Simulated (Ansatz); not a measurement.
`[CH3][V](=[NH])([F])[F]` + HCl → `[CH3][V](=[NH])([F])[Cl]` + H–F at 500 K and 1 bar (ligand exchange at a V–F bond).

Calculated with Ansatz (gas phase, PBE0-D4/def2-TZVP geometries, no zero-point term in ΔE). CCSD(T)/CBS adds triple-zeta CCSD(T) − MP2 to the extrapolated MP2 energy (def2 sets, frozen cores). This one scheme is used for every species. For V outer-core shells are correlated without core-valence functions, which leaves a few kJ/mol of doubt a bond. Scalar relativity is left out up to krypton. Each species was taken in one conformer, which may not be the lowest.

| species | CCSD(T)/CBS energy (Eh) | H − E (kJ/mol) | S (J/(mol·K)) |
| --- | --- | --- | --- |
| `[CH3][V](=[NH])([F])[F]` | -1238.29538 | 188.8 | 412.5 |
| HCl | -460.38127 | 32.5 | 201.9 |
| `[CH3][V](=[NH])([F])[Cl]` | -1598.28252 | 187.6 | 425.1 |
| H–F | -100.39570 | 39.4 | 188.7 |

H − E and S are ideal-gas, rigid-rotor, harmonic terms from PBE0-D4/def2-TZVP, for one conformer and one mirror image of each species. 1 Eh = 2625.50 kJ/mol, R = 8.31446 J/(mol·K).

Q: By hand: ΔE, ΔH, ΔS and ΔG.

A: ΔE = (-1598.28252) + (-100.39570) − (-1238.29538) − (-460.38127) = -0.00157 Eh = -4.1 kJ/mol. Δ(H − E) = 187.6 + 39.4 − 188.8 − 32.5 = 5.7, so ΔH = 1.6 kJ/mol. ΔS = 425.1 + 188.7 − 412.5 − 201.9 = -0.6 J/(mol·K). ΔG = 1.6 − 500 × (-0.6)/1000 = 1.9 kJ/mol.

Q: By hand: the equilibrium constant, and the temperature at which ΔG would vanish if ΔH and ΔS stayed fixed.

A: log₁₀ K = −ΔG/(RT ln 10) = -0.2. ΔH and −TΔS have one sign here, so there is no such temperature.

The number of gas molecules stays the same, so ΔS is small and ΔH decides. The sign of ΔG lies within the doubt. A doubt of 5 kJ/mol in ΔE shifts log₁₀ K by 0.5 here. Other conformers and mirror images would add mixing entropy, several J/(mol·K) or more a flexible species. These are equilibria of isolated gas molecules and say nothing of rates. Largest T1 diagnostic: 0.031 (customary marks: 0.02 for closed shells, 0.045 for open ones).

ΔS is within the doubt of such terms, so its sign, and with it that verdict, could turn.
